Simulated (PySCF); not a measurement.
Job file and geometry (Å, from GFN2-xTB) of an NMR shielding run on SMILES F[SiH](F)F, F$_{3}$HSi, PySCF 2.14.0, density-fitted response routines, GIAO PBE0/pcSseg-1 NMR shielding, non-relativistic, gas phase; density fitting, a coarse starting grid and PySCF grid level 2 are the driver's defaults:

```
{"job": {"kind": "nmr", "xc": "PBE0", "basis": "pcSseg-1"}, "charge": 0, "multiplicity": 1}
F     -0.445119     1.347650    -0.619989
Si    -0.010021     0.002009     0.084952
F     -0.820271    -1.137153    -0.651606
F      1.498395    -0.223314    -0.328507
H     -0.214362     0.013660     1.497966
```

Problem. What does the program print?

Solution. 
```
coarse grid: 5504 points
cycle   1  E = -589.2190305100  dE =  3.609e-01  |g| = 8.346e-01  |ddm| = 2.089e+00
cycle   2  E = -589.1124117134  dE =  1.066e-01  |g| = 1.221e+00  |ddm| = 1.114e+00
cycle   3  E = -589.3269878669  dE = -2.146e-01  |g| = 2.182e-02  |ddm| = 6.430e-01
cycle   4  E = -589.3270531078  dE = -6.524e-05  |g| = 7.565e-03  |ddm| = 2.602e-02
cycle   5  E = -589.3270608838  dE = -7.776e-06  |g| = 3.821e-04  |ddm| = 6.091e-03
final grid: 52112 points
cycle   6  E = -589.3665688753  dE = -2.074e-05  |g| = 1.206e-03  |ddm| = 6.454e-03
cycle   7  E = -589.3665689758  dE = -1.005e-07  |g| = 5.230e-04  |ddm| = 7.245e-04
cycle   8  E = -589.3665689925  dE = -1.676e-08  |g| = 2.642e-04  |ddm| = 2.994e-04
cycle   9  E = -589.3665690021  dE = -9.558e-09  |g| = 3.289e-05  |ddm| = 1.331e-04
cycle  10  E = -589.3665690022  dE = -1.093e-10  |g| = 8.634e-06  |ddm| = 1.599e-05
converged SCF energy = -589.3665690022

GIAO shielding tensors (ppm)
atom      isotropic    diamagn.    paramagn.     s11        s22        s33       span
  0 F      315.976     468.815    -152.839    259.609    286.352    401.967    142.358
  1 Si     414.214     877.015    -462.802    403.167    403.400    436.074     32.907
  2 F      315.946     468.825    -152.878    259.647    286.379    401.813    142.165
  3 F      316.043     468.809    -152.766    259.761    286.308    402.061    142.300
  4 H       27.294      28.706      -1.412     23.944     23.948     33.990     10.046
```

Problem. Turn these shieldings into chemical shifts. Chemical shifts δ = σref − σ; ¹⁹F (σref 170.95) vs CFCl3; TMS for ²⁹Si (σref 349.16), ¹H (σref 31.72), all at this level.

Solution. Averaging equivalent atoms: F 0/2/3: -145.0; Si 1: -65.1; H 4: 4.42 ppm. Unscaled 19F shifts against computed CFCl3 carry errors that often reach 10 to 50 ppm.

Size and cost of the density-fitted run: 80 basis functions, 3.1 s wall time on 1 thread of an Arm Neoverse V1, shared host.
